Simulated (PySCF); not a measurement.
Work out the structure from these simulated measurements.

Formula: CH4F2Si.

| Quantity | Value |
| --- | --- |
| 1H NMR | chemical shifts (computed TMS as zero) by class: 6.37 (1 H), 4.05 (3 H) ppm [GIAO B97-2/pcSseg-2] |
| NMR, other nuclei | isotropic shieldings of nuclei other than C and H, by class: 320 (2 F), 419 (1 Si) ppm [GIAO B97-2/pcSseg-2] |
| Rotational structure | rotational constants A, B, C: 8.906, 4.200, 3.128 GHz [PBE0-D3(BJ)/def2-TZVP] |
| Dipole | 1.95 D [B97-2/pcSseg-2] |
| 13C NMR | chemical shifts (computed TMS as zero) by class: 127.7 (1 C) ppm [GIAO B97-2/pcSseg-2] |

Gas-phase values; electronic properties from PySCF, density fitting. Levels stand in brackets. Isolated species at its PBE0-D3(BJ)/def2-TZVP geometry, gas phase. NMR values are class means; diastereotopic atoms form classes of their own.

Question: Give a SMILES that accounts for the data.

Answer: Numbering: `[F:1][CH:2]([F:3])[SiH3:4]`. Its formula, CH4F2Si, gives 0 degrees of unsaturation, so no ring and no π bond. The one carbon: CHF2 carbon [C2] (127.7 ppm). Hydrogen classes from least to most shielded: 1 H on a CHF2 carbon, C2 (6.37 ppm), 3 H on an SiH3 silicon, Si4 (4.05 ppm). The other shieldings belong to: 320 ppm, fluorine of a CF2 group [F1/F3]; 419 ppm, SiH3 silicon [Si4]. By its constants the optimised geometry is an asymmetric top. Structure: `FC(F)[SiH3]` (H3SiCHF2). The assignments are read from this structure; whether some other isomer fits the data as well wasn't checked.
